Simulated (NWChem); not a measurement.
Species: SnICl, singlet; SMILES [Cl][Sn][I]

All runs: NWChem. Low-valent species are run as closed-shell singlets; no triplet was tried in these runs. The geometry was optimised at PBE0/def2-SVP. def2 effective core potentials on Sn, I; no spin-orbit coupling. Hybrids' shares of exact exchange are those that their runs print; pure functionals count as 0. The functionals differ in more than this share.

```
row             share of exact exchange  orbital gap (eV)
--------------  -----------------------  ----------------
PBE/def2-SVP                       0.00              2.54
OLYP/def2-SVP                      0.00              2.61
B3LYP/def2-SVP                     0.20          withheld
PBE0/def2-SVP                      0.25              4.19
MPW1K/def2-SVP                     0.43              5.38
```

Fit a straight line of the last column on the one before it, predict the withheld value, and compare with the run.


1. Means of the 4 shown rows: x = 0.170, y = 3.680. Slope Σ(x − x̄)(y − ȳ)/Σ(x − x̄)² = 0.8585/0.1318 = 6.514; intercept 2.573.
2. The shown rows scatter about the line by 0.026 (root mean square); the largest residual is +0.04, at OLYP/def2-SVP.
3. At x = 0.20 (B3LYP/def2-SVP; inside the shown range) the line gives 3.88.
4. The run gives 3.77, -0.11 from the line, 4.3 times the scatter.
